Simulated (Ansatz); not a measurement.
Geometry optimisation, UKS BLYP/def2-SVP (Ansatz).

Input:

```yaml
crystal:
  periodic: [false, false, false]
  atoms:
    - { symbol: C, position_ang: [-0.2674, 1.2657, -0.3772] }
    - { symbol: "N", position_ang: [-0.4506, 0.0528, 0.3587] }
    - { symbol: C, position_ang: [0.7267, -0.1803, 1.1464] }
    - { symbol: Al, position_ang: [-0.6618, -1.4086, -0.8632] }
    - { symbol: H, position_ang: [-1.2405, 1.499, -0.9883] }
    - { symbol: H, position_ang: [-0.185, 2.178, 0.3118] }
    - { symbol: H, position_ang: [0.5792, 1.282, -1.0813] }
    - { symbol: H, position_ang: [0.6853, -1.099, 1.745] }
    - { symbol: H, position_ang: [0.91, 0.6649, 1.9271] }
    - { symbol: H, position_ang: [1.6668, -0.2623, 0.5407] }
    - { symbol: H, position_ang: [-0.7853, -1.1563, -2.4131] }
    - { symbol: H, position_ang: [-0.9005, -2.8912, -0.2726] }
magnetization:
  spin_polarized: true
basis:
  gaussian: { orbitals: def2-SVP }
hamiltonian:
  xc: blyp
relax:
  f_tol: 0.02
  max_steps: 50
```

Command:

```bash
$ ansatz run input.yaml --threads 2 --pin off --max-ram 3072MiB --backend cpu --events-out ev --progress --plain --runs-dir out
```

Q: Where does it end, and by what steps?

A: The run converged. After 8 steps the energy has fallen by 0.903 eV; H11 moved furthest, 1.01 Å.

```json
{"step": "0", "energy less start (eV)": "0.0000", "largest force component (eV/Å)": "2.493", "accepted": "yes"}
{"step": "1", "energy less start (eV)": "-0.4535", "largest force component (eV/Å)": "1.121", "accepted": "yes"}
{"step": "2", "energy less start (eV)": "-0.6713", "largest force component (eV/Å)": "0.632", "accepted": "yes"}
{"step": "3", "energy less start (eV)": "-0.7810", "largest force component (eV/Å)": "0.384", "accepted": "yes"}
{"step": "4", "energy less start (eV)": "-0.8456", "largest force component (eV/Å)": "0.191", "accepted": "yes"}
{"step": "5", "energy less start (eV)": "-0.8871", "largest force component (eV/Å)": "0.112", "accepted": "yes"}
{"step": "6", "energy less start (eV)": "-0.9012", "largest force component (eV/Å)": "0.150", "accepted": "yes"}
{"step": "7", "energy less start (eV)": "-0.9014", "largest force component (eV/Å)": "0.132", "accepted": "yes"}
{"step": "8", "energy less start (eV)": "-0.9027", "largest force component (eV/Å)": "0.004", "accepted": "yes"}
```

```xyz
12
Properties=species:S:1:pos:R:3
C -0.114 1.312 -0.516
N -0.033 -0.068 -0.034
C 0.807 -0.200 1.158
Al -0.876 -1.458 -0.823
H -0.756 1.380 -1.416
H -0.539 1.996 0.258
H 0.892 1.717 -0.784
H 0.849 -1.254 1.498
H 0.422 0.417 2.006
H 1.855 0.138 0.966
H -1.753 -1.143 -2.113
H -0.678 -2.894 -0.166
```

Whether the end is a true minimum wasn't checked by a vibrational analysis.

Run time: 21 s on 2 threads of Intel(R) Xeon(R) Platinum 8488C (Sapphire Rapids) (shared host), peak memory 0.18 GiB.
